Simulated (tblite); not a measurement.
Species: C3H5N3Si.
SMILES with atom numbers: `[CH3:1][Si:2]([NH2:3])([C:4]#[N:5])[C:6]#[N:7]` (hydrogens: H8, H9, H10 on C1; H11, H12 on N3)

Cartesian coordinates in Å at the GFN2-xTB level; atoms count from 1:
```
atom  x, y, z in Å
C1     1.6576   -0.0427   -0.0799
Si2   -0.2245    0.0503    0.0681
N3    -0.9871   -0.6251   -1.3110
C4    -0.8649    1.8056    0.1720
N5    -1.2586    2.8781    0.2343
C6    -0.7521   -0.6979    1.7106
N7    -1.0826   -1.1836    2.6937
H8     2.0079    0.5193   -0.9408
H9     2.1436    0.3640    0.8025
H10    1.9917   -1.0705   -0.1939
H11   -1.9765   -0.5160   -1.4623
H12   -0.6533   -1.4821   -1.7192
```

All values are computed: GFN2-xTB (tblite) harmonic vibrations without scaling, gas phase. Against measured fundamentals such values can be off by several per cent, at times by over 20. One conformer, not necessarily the lowest.

Harmonic wavenumbers (cm⁻¹): 80.3, 91.7, 100.1, 117.7, 162.3, 171.0, 202.4, 304.7, 317.6, 357.1, 360.6, 437.5, 542.9, 638.8, 743.7, 796.1, 834.9, 849.2, 943.4, 1378.3, 1474.4, 1476.8, 1502.4, 2353.6, 2366.5, 3035.7, 3042.0, 3044.1, 3480.4, 3517.4.

A = 2281, B = 1758, C = 1407 MHz; mass 111.025 u (most abundant isotopes); point group C1, symmetry number 1.

**Question.** Zero-point energy?

**Answer.** ½Σν̃ = 17362 cm⁻¹ = 207.69 kJ/mol.

**Question.** Give the ideal-gas entropy at 400 K and 1 bar in the rigid-rotor, harmonic-oscillator model (classical rotation).

**Answer.** Translation 173.70, rotation 122.63, vibration 156.54: S = 452.9 J/(mol K).

**Question.** And Cp and H(400 K) − H(0)?

**Answer.** Cp = 164.03 J/(mol K), of which vibrations give 130.77 (their classical limit is 30 R = 249.4); H(400 K) − H(0) = 44.73 kJ/mol without the zero-point energy, 31.43 from vibrations.

**Question.** What must be added to the electronic energy to get the Gibbs energy at 400 K and 1 bar?

**Answer.** ZPE + [H(400 K) − H(0)] − T·S = 207.69 + 44.73 − 181.15 = 71.27 kJ/mol.

**Question.** Which modes carry the vibrational entropy at 400 K?

**Answer.** 80.3 cm⁻¹: 18.67; 91.7 cm⁻¹: 17.57; 100.1 cm⁻¹: 16.85; 117.7 cm⁻¹: 15.52; 162.3 cm⁻¹: 12.91; 171.0 cm⁻¹: 12.49 J/(mol K); the other 24 give 62.52 together.

**Question.** How do the functions run with temperature in this model?

**Answer.** 
```tsv
T (K)	S (J/(mol K))	Cp (J/(mol K))	H − H(0) (kJ/mol)	G − H(0) (kJ/mol)	ln q(vib)
50	236.6	55.6	2.02	-9.82	0.29
100	284.4	83.7	5.54	-22.90	1.45
298.15	407.5	144.9	28.95	-92.54	6.86
373.15	441.6	159.5	40.39	-124.41	8.74
500	491.1	178.6	61.89	-183.66	11.64
750	568.8	204.9	110.04	-316.58	16.61
1000	630.5	223.7	163.74	-466.75	20.83
```

q(vib) and H(0) count from the zero-point level.

**Question.** Blend soft modes into free rotors: weight 1/[1 + (100 cm⁻¹/ν̃)⁴] for the oscillator and the rest for a rotor with moment μB/(μ + B), μ = h/(8π²ν), B = 10⁻⁴⁴ kg m². What vibrational entropy results?

**Answer.** 147.64 J/(mol K) in place of 156.54, which changes −T·S at 400 K by +3.56 kJ/mol.

Hindered rotation and anharmonicity are outside this model. Other conformers, if any are populated, would add a mixing term that is left out. The structure is chiral; the term R ln 2 for an equal mix with its mirror image is left out.

The run took 0.33 s wall on Arm Neoverse V1, one thread, shared host. The figure is for the frequency step alone.
